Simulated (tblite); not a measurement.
Compound: C4H8ClN3Si.
Numbering: `[CH3:1][CH2:2][n:3]1[c:4]([SiH3:5])[n:6][n:7][c:8]1[Cl:9]` (hydrogens: H10, H11, H12 on C1; H13, H14 on C2; H15, H16, H17 on Si5)

Geometry (GFN2-xTB, Å), atoms numbered from 1 in this order:
```
atom  x, y, z in Å
C1    -1.8990   -0.6939   -0.4045
C2    -0.9146   -0.4865    0.7427
N3    -0.0135    0.5994    0.4628
C4     1.2093    0.5633   -0.1521
Si5    2.1456   -0.9568   -0.7265
N6     1.6699    1.7829   -0.2641
N7     0.7835    2.6397    0.2561
C8    -0.2198    1.9296    0.6837
Cl9   -1.6143    2.5196    1.4377
H10   -2.5631   -1.5217   -0.1742
H11   -2.4971    0.2018   -0.5537
H12   -1.3657   -0.9158   -1.3259
H13   -0.3161   -1.3871    0.9006
H14   -1.4573   -0.2484    1.6621
H15    2.3834   -1.7972    0.4535
H16    3.3792   -0.5175   -1.3544
H17    1.2824   -1.6991   -1.6538
```

Calculated harmonic vibrations of the isolated species, GFN2-xTB (tblite), most abundant isotopes, no scaling. This tight-binding method is rough: wavenumbers can miss measured ones by several per cent, in bad cases by 10 to 20. Modes of hydrogen on silicon can be 10 to 20 % off. One conformer, not necessarily the lowest.

Harmonic wavenumbers (cm⁻¹): 56.7, 78.7, 90.9, 137.3, 156.8, 180.2, 242.0, 267.6, 375.1, 388.3, 417.2, 537.6, 551.6, 565.1, 654.8, 681.6, 707.9, 759.0, 773.8, 796.1, 821.2, 974.6, 1009.5, 1090.3, 1105.1, 1147.7, 1167.3, 1231.4, 1326.1, 1328.7, 1396.1, 1408.4, 1445.0, 1455.8, 1478.7, 1484.6, 1491.4, 2224.6, 2233.7, 2371.5, 2966.4, 2975.3, 3045.9, 3049.5, 3058.3.

A = 1937, B = 865.5, C = 634.3 MHz; mass 161.018 u (most abundant isotopes); point group C1, symmetry number 1.

**Question.** What is the zero-point energy?

**Answer.** ½Σν̃ = 25853 cm⁻¹ = 309.27 kJ/mol.

**Question.** What is S at 298.15 K and 1 bar for an ideal gas of classical rigid rotors and harmonic oscillators?

**Answer.** Translation 172.23, rotation 125.91, vibration 126.99: S = 425.1 J/(mol K).

**Question.** And Cp and H(298.15 K) − H(0)?

**Answer.** Cp = 163.50 J/(mol K), of which vibrations give 130.24 (their classical limit is 45 R = 374.2); H(298.15 K) − H(0) = 30.00 kJ/mol without the zero-point energy, 20.08 from vibrations.

**Question.** How do the functions run with temperature in this model?

**Answer.** 
| T (K) | S (J/(mol K)) | Cp (J/(mol K)) | H − H(0) (kJ/mol) | G − H(0) (kJ/mol) | ln q(vib) |
| --- | --- | --- | --- | --- | --- |
| 150 | 335.8 | 103.0 | 10.22 | -40.15 | 3.08 |
| 250 | 398.1 | 144.2 | 22.59 | -76.93 | 5.86 |
| 400 | 478.5 | 201.0 | 48.61 | -142.81 | 9.91 |
| 600 | 571.5 | 257.6 | 94.84 | -248.06 | 15.07 |
| 900 | 686.9 | 310.4 | 180.78 | -437.45 | 22.18 |

q(vib) and H(0) count from the zero-point level.

**Question.** What must be added to the electronic energy to get the Gibbs energy at 298.15 K and 1 bar?

**Answer.** ZPE + [H(298.15 K) − H(0)] − T·S = 309.27 + 30.00 − 126.75 = 212.52 kJ/mol.

**Question.** Blend soft modes into free rotors: weight 1/[1 + (100 cm⁻¹/ν̃)⁴] for the oscillator and the rest for a rotor with moment μB/(μ + B), μ = h/(8π²ν), B = 10⁻⁴⁴ kg m². What vibrational entropy results?

**Answer.** 118.08 J/(mol K) in place of 126.99, which changes −T·S at 298.15 K by +2.66 kJ/mol.

**Question.** Which modes carry the vibrational entropy at 298.15 K?

**Answer.** 56.7 cm⁻¹: 19.12; 78.7 cm⁻¹: 16.41; 90.9 cm⁻¹: 15.23; 137.3 cm⁻¹: 11.89; 156.8 cm⁻¹: 10.83; 180.2 cm⁻¹: 9.73 J/(mol K); the other 39 give 43.78 together.

Hindered rotation and anharmonicity are outside this model. Other conformers, if any are populated, would add a mixing term that is left out. The structure is chiral; the term R ln 2 for an equal mix with its mirror image is left out.
